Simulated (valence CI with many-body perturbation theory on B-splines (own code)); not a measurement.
The numbers below are computed, except where a source is named.
# Pt56+: magnetic and hyperfine properties of the levels

Method: valence CI with perturbative core correlation (CI+MBPT): four valence electrons over a frozen Dirac-Fock core [Ar], a basis of 9 s, 9 p, 10 d, 8 f, 5 g, 3 h, 1 i functions for each j, with the one-electron correlation potential Σ1 (screened to all orders), the two-electron term Σ2, the three-electron term Σ3, Breit, model QED; selected single and double excitations, second order for the rest (own B-spline code, finite nucleus).

No measured spectrum was set against this ion. As an estimate, large intervals hold to a few tenths of a per cent, small ones and those within an open d or f shell to about a per cent. The list stops below the first excitations out of the core. Only levels of the ground parity were solved; by the run's estimate the other parity begins above the list, which can be wrong where configurations are misplaced.

A/g_I is the dipole constant over the nuclear g factor μ/I (μ in nuclear magnetons, uniformly magnetised nucleus), B/Q the quadrupole constant per barn. Both hold the static response of the core; the bare values leave it out. Large factors of s and p1/2 electrons are usually good to 5 to 10 %; those of open d and f shells near neutrality can be off by tens of per cent, and small factors of p3/2, d and f electrons come from cancelling terms and can be off by a factor of two or in sign, in half-filled shells by more. B is blank for J = 1/2, where it vanishes, and for nearly pure S terms. Energies count from the lowest level. Levels with J = 0 are left out.

Levels are named by their leading jj configuration (3d3/2^4 stands for four electrons in 3d with j = 3/2), which in mixed levels can hold well under half, so a name can repeat and another be missing. Letters in brackets count levels of one name in rising energy.

```
                    Level  E (eV)      g  A/g_I (MHz)  A/g_I bare  B/Q (MHz/b)  B/Q bare
      (3d3/2^3 3d5/2) J=1   84.19  1.488        -9410       -7570        22400     22500
      (3d3/2^3 3d5/2) J=4   96.66  1.054        76900       77200         8690      8520
      (3d3/2^3 3d5/2) J=2  100.68  1.181        52600       53400        74200     74900
      (3d3/2^3 3d5/2) J=3  104.14  1.101        69500       70000        60400     60900
(3d3/2^2 3d5/2^2) J=2 [a]  177.73  1.299        18300       19400        39300     39600
(3d3/2^2 3d5/2^2) J=4 [a]  180.48  1.134        61500       62200       -29000    -29400
(3d3/2^2 3d5/2^2) J=3 [a]  182.77  1.181        48400       49200        11500     11600
    (3d3/2^2 3d5/2^2) J=5  186.28  1.077        69400       69900        62200     62700
    (3d3/2^2 3d5/2^2) J=6  189.16  1.062        74100       74500        79000     79600
    (3d3/2^2 3d5/2^2) J=1  192.50  1.048        83400       83800        12500     12600
(3d3/2^2 3d5/2^2) J=3 [b]  195.23  1.051        80100       80500        14000     14100
(3d3/2^2 3d5/2^2) J=4 [b]  195.80  1.026        79400       79700       -19100    -19200
(3d3/2^2 3d5/2^2) J=2 [b]  198.06  1.070        72400       72800        34800     35100
(3d3/2^2 3d5/2^2) J=2 [c]  211.71  0.960        97800       97800        -9040     -9170
(3d3/2^2 3d5/2^2) J=4 [c]  217.43  1.171        54000       54800       118000    119000
(3d3/2^2 3d5/2^2) J=2 [d]  231.53  1.106        69900       70400       -46100    -46400
```

Task: Take the isotope of mass number 195, with I = 1/2, μ = 0.6073 μN. What is the hyperfine structure of (3d3/2^2 3d5/2^2) J=3 [a]?

Result: From the table A = 58800 MHz. Shifts from the centre of gravity in MHz: F = 5/2: -118000, F = 7/2: 88200.
